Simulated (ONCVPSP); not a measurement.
## Varying the ONCV potential for Cd (Z = 48)

Base potential:

ONCVPSP 4.0.1 input, shortened (lines: element, Z, core and valence counts, functional; n l f; lmax; l rc ep ncon nbas qcut; lloc lpopt rc5 dvloc0; l nproj debl; icmod fcfact rcfact), PBEsol, scalar-relativistic:

```
  Cd 48.00    8    2  -116133      upf
    1    0    2.00
    2    0    2.00
    2    1    6.00
    3    0    2.00
    3    1    6.00
    3    2   10.00
    4    0    2.00
    4    1    6.00
    4    2   10.00
    5    0    1.50
    2
    0    2.25    0.00    5    8    2.40
    1    2.20    0.18    4    8    4.30
    2    1.10    0.00    4    7    9.20
    4    5    1.00   -1.00
    0    1    3.90
    1    1    1.00
    2    3    3.20
    0    0.00    0.00
```

In the p channel the program set the typed energies aside and used 0.050 Ha.

All-electron outer shells of the reference configuration (PBEsol, scalar-relativistic, ld1.x):

| shell | level (eV) | outermost node (bohr) | outermost maximum (bohr) |
| --- | --- | --- | --- |
| 4p | -71.15 | 0.43 | 0.84 |
| 4d | -15.96 | 0.42 | 0.98 |
| 5s | -9.27 | 1.06 | 2.29 |

Cutoffs, loose and tight: the cutoffs (Ha) at which the residual kinetic energy of the hardest occupied pseudo-wave falls to 1 and 0.1 mHa per electron. They do not see the model core or the augmentation charge, which bear on the density cutoff. Test errors are all-electron minus pseudo excitation energies from the reference, over the configurations 4d10 5s2; 4d10 5s1; 4d10 5s0; 4d8 5s0. A dash means not determined; rows that change the core or the reference have their own tests. The largest error is taken over the tests solved by every variant that gives reliable tests at all: 4d10 5s0; 4d10 5s1; 4d10 5s2.

A true bound ghost makes a file unfit for plane-wave use even where its test errors are small: the radial tests pick states by their node count and pass the ghost by.

```csv
change,outcome,"cutoff, loose","cutoff, tight",bound ghosts,GHOST(+) flags above zero,largest test error (meV)
base,"generated, projector energies reset by the program",38 Ha,58 Ha,"s, p","s, d",+1.7
"local potential polynomial inside 1.05 bohr (lpopt 5, dvloc0 0 Ha)","generated, projector energies reset by the program",38 Ha,58 Ha,"s, p",d,+1.7
functional PW91,"generated, projector energies reset by the program",38 Ha,55 Ha,"s, p","s, d",+14
d: qcut 7.4,"generated, projector energies reset by the program",86 Ha,135 Ha,"s, p, d",s,+1.9
p: qcut 2.5,"generated, projector energies reset by the program",38 Ha,58 Ha,"s, p","s, d",+1.7
s: rc 2.18,"generated, projector energies reset by the program",38 Ha,58 Ha,"s, p","s, d",+1.5
```

(1) What comes out with this change to the base: local potential polynomial inside 1.00 bohr (lpopt 5, dvloc0 3 Ha)?

Results:

(1) outcome: generated, projector energies reset by the program; cutoff, loose: 38 Ha; cutoff, tight: 58 Ha; bound ghosts: s, p, d; GHOST(+) flags above zero: d; largest test error (meV): +1.7.
